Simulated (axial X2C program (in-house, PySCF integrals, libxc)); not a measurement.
**Worked dissociation energy of RuAs: MP2, scalar-relativistic**

Computed with an in-house relativistic program for diatomic molecules. Spin-free means the one-electron spin-free X2C Hamiltonian. Basis: Ru dyall-cv3z [12s12p8d5f3g], As dyall-cv3z [9s9p6d4f1g] (cores contracted in-house); Gaussian nuclei, density fitting, unrestricted open shells. Masses: Ru 101.904 u, As 74.922 u.

Molecular state: M_S = 5/2, Λ = 0 (beyond evenly filled blocks: σα, π+α, π-α, δ+α, δ-α).

Correlated methods: 13 electrons correlated (number of frozen shells: Ru 4 s, 3 p, 1 d; As 3 s, 2 p, 1 d), 325 virtual spin orbitals or spinors in MP2.

```
E(Ru) (2M_S = 4, M_L = 2) : -4528.237624 hartree
E(As) (2M_S = 3, M_L = 0) : -2259.160626 hartree
E(RuAs) at Re             : -6787.462136 hartree
ωe                        : 277.4 cm⁻¹
ωexe                      : 1.05 cm⁻¹
```

Q: Work out De and D0.

A: De = -4528.237624 + (-2259.160626) − (-6787.462136) = 0.06389 hartree = 1.738 eV. The zero-point energy is ωe/2 − ωexe/4 = 138 cm⁻¹ = 0.017 eV, so D0 = 1.721 eV.

The state is a single determinant with fixed occupations, the lowest that a limited PBE0 search found. De is counted from the lowest determinant-based energies of the atoms at the same level, without counterpoise correction. Other states lie close and PBE0, whose exact exchange favours high spin, may order them wrongly; the determinant shown need not be the ground state. The nearest other spin-free determinant of the search, M_S = 3/2, Λ = 3, lies 0.05 eV up at the distance of the search. The determinant is spin-polarised beyond a pure state at some levels (its spin-free form has ⟨S²⟩ too high), which makes Re and μ there less reliable. With spin–orbit coupling the lowest determinant has another configuration, so this spin-free state is a model.

Each atomic determinant is the lowest at this level and need not be a pure term. Totals compare only within one Hamiltonian and basis.
